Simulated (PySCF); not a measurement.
**Substituent chemical shifts**

Parent skeleton `[SiH3:1][SiH2:2][PH2:3]`; one hydrogen on atom 1 is replaced by X. Hydrogens on one atom are averaged.

Calculated, not measured (PySCF 2.14.0 with density-fitted response routines): PBE0-D3(BJ)/def2-SVP structure, σ from GIAO-PBE0/pcSseg-1. Isolated molecule, single conformer, relativity neglected, one averaged value for each set of equivalent atoms.

Referencing at the same level of theory: ²⁹Si (σref 351.99), ¹H (σref 31.27) vs TMS; ³¹P (σref 310.13) vs H3PO4.

Parent (X = H): Si1 -102.9, Si2 -81.3, P3 -294.0, H(Si1) 3.59, H(Si2) 4.11, H(P3) 1.80 ppm. Effects are Δδ = δ(X) − δ(H), positive for deshielding.

Q: Order these by the shift of H(Si2), most shielded first.
A. X = OC2H5
B. X = CONMe2
C. X = cPr
D. X = CF=CF2

A: C (-0.30 ppm), A (-0.18 ppm), D (+0.08 ppm), B (+0.21 ppm).

Q: Order these by the shift of Si2, most shielded first.
A. X = OC2H5
B. X = CONMe2
C. X = cPr
D. X = CF=CF2

A: C (-8.3 ppm), A (-4.0 ppm), D (-0.4 ppm), B (+3.1 ppm).

Q: Order these by the shift of Si1, most shielded first.
A. X = CONMe2
B. X = cPr
C. X = CF=CF2
D. X = isopropenyl
E. X = OC2H5

A: C (+25.4 ppm), A (+33.8 ppm), D (+40.4 ppm), B (+48.8 ppm), E (+84.1 ppm).

Experimental scales use liquid or dissolved standards, which lie at an offset from isolated H3PO4.
